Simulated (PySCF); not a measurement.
**Molecular orbitals of WF**

PBE0 at R = 1.899 Å; basis W def2-TZVPPD with ECP60, F def2-TZVPPD; scalar-relativistic core potentials; PySCF 2.14. State: ⁶Π (sextet), unpaired electrons σ ↑↑, π ↑, δ ↑↑, a second solution, started from another occupation. Only the outer orbitals are listed, counted within each symmetry, core potentials removing the inner ones.

| spin | orbital | occ. | ε (eV) | on W (%) | main shells (%) |
| --- | --- | --- | --- | --- | --- |
| α | 5σ | 1 | -13.08 | 19 | 79 F p, 14 W d |
| α | 2π | 1 | -12.15 | 12 | 87 F p, 11 W d |
| α | 2π | 1 | -11.84 | 11 | 89 F p, 9 W d |
| α | 6σ | 1 | -7.67 | 100 | 53 W d, 46 W s |
| α | 1δ | 1 | -7.35 | 100 | 100 W d |
| α | 1δ | 1 | -7.20 | 101 | 74 W d, 26 W s |
| α | 3π | 1 | -6.29 | 90 | 88 W d, 10 F p |
| α | 7σ | 1 | -4.68 | 92 | 46 W d, 26 W s, 20 W p |
| α | 3π | 0 | -3.55 | 93 | 89 W d |
| α | 4π | 0 | -1.06 | 106 | 102 W p |
| α | 4π | 0 | -0.97 | 106 | 104 W p |
| β | 5σ | 1 | -12.45 | 13 | 85 F p, 8 W d |
| β | 2π | 1 | -11.85 | 7 | 93 F p |
| β | 2π | 1 | -11.55 | 6 | 94 F p |
| β | 6σ | 0 | -2.75 | 109 | 92 W s, 18 W d |
| β | 3π | 0 | -1.55 | 95 | 94 W d |
| β | 1δ | 0 | -1.34 | 100 | 100 W d |

Question: Which are the highest filled and the lowest empty level, where do they sit, and how wide is the gap?

Answer: Highest filled α 7σ at -4.68 eV (in %: 46 W d, 26 W s, 20 W p); lowest empty α 3π at -3.55 eV (in %: 89 W d); the gap at PBE0 is 1.13 eV.

```json
{
 "bond order (Mayer)": "0.82",
 "⟨S²⟩": "8.757",
 "charge on W (Mulliken, basis-dependent)": "0.40",
 "charge on W (Löwdin, basis-dependent)": "0.52",
 "dipole moment (positive dipole means W(−)F(+))": "-0.40 D"
}
```

Shares are Mulliken populations and can fall outside 0 to 100 %.

Spin–orbit coupling is left out.
